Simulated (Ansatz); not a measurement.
Consider the ligand exchange at a B–C bond: `C/N=C\B1C[SiH2]1` + HBr → `BrB1C[SiH2]1` + `C=NC`.

Computed with Ansatz on PBE0-D4/def2-TZVP structures; ΔE is electronic, products minus reactants. CBS: MP2 limit from def2 TZ/QZ plus the TZ coupled-cluster correction, frozen cores. Functionals use def2-TZVPP. For Br outer-core shells are correlated without core-valence functions, which leaves a few kJ/mol of doubt a bond. Scalar relativity is left out up to krypton. One conformer a species, not always the lowest.

`C/N=C\B1C[SiH2]1`:

```xyz
14

C     1.263    1.711   -1.192
N     0.385    0.884   -1.979
C    -0.309    0.023   -1.356
B    -0.326   -0.276    0.167
C    -1.444   -0.495    1.149
Si    0.108   -1.701    1.381
H     2.260    1.711   -1.639
H     1.345    1.399   -0.136
H     0.904    2.745   -1.216
H    -0.984   -0.582   -1.977
H    -2.489   -0.568    0.855
H    -1.348   -0.180    2.191
H     0.133   -3.123    0.954
H     0.502   -1.546    2.799
```

HBr:

Cartesian coordinates in Å:
```
Br -0.695 -0.146 -0.010
H 0.695 0.146 0.010
```

`BrB1C[SiH2]1`:

Z-matrix (Å, degrees):
```
C
B 1 1.508
Si 1 1.966 2 65.7
H 1 1.094 2 117.2 3 82.0
H 1 1.088 2 124.3 3 -129.5
Br 2 1.886 1 134.1 3 147.4
H 3 1.484 1 123.1 2 -104.2
H 3 1.480 1 107.8 2 122.6
```

`C=NC`:

Z-matrix (Å, degrees):
```
C
N 1 1.439
H 1 1.093 2 109.0
H 1 1.093 2 109.1 3 116.1
H 1 1.100 2 113.7 3 -121.9
C 2 1.257 1 117.9 3 121.5
H 6 1.090 2 119.4 1 -179.9
H 6 1.100 2 123.2 1 0.1
```

Question: Is it downhill or uphill in electronic energy at CCSD(T)/CBS, and by how much? (Estimate.)

Answer: Ansatz gave: Downhill: ΔE = -79.0 kJ/mol.

Question: What do these levels give: r2SCAN-D4, PBE0-D4, ωB97X-V, PBE, CCSD/def2-TZVPP, HF/CBS(def2)? (An estimate is asked.)

Answer: The calculation gave: r2SCAN-D4 -74.6, PBE0-D4 -74.7, ωB97X-V -77.6, PBE -74.3, CCSD/def2-TZVPP -80.6, HF/CBS(def2) -89.2 kJ/mol.

Largest T1 diagnostic among the species: 0.014.

The D4 term adds +4.2 kJ/mol with B3LYP and +2.9 kJ/mol with PBE0; it sums over pairs of atoms, weighted by their polarisabilities, and B3LYP, whose exchange is more repulsive, gets the larger term. In def2-TZVPP, CCSD(T) changes the Hartree–Fock value by +11.8 kJ/mol (the triples alone add +2.0 kJ/mol) and MP2 by +7.8 kJ/mol. From PBE to PBE0 (25 % exact exchange), in def2-TZVPP and without D4, ΔE moves by −3.3 kJ/mol.

B3LYP here is the variant with VWN-RPA as its local correlation; programs differ in this.
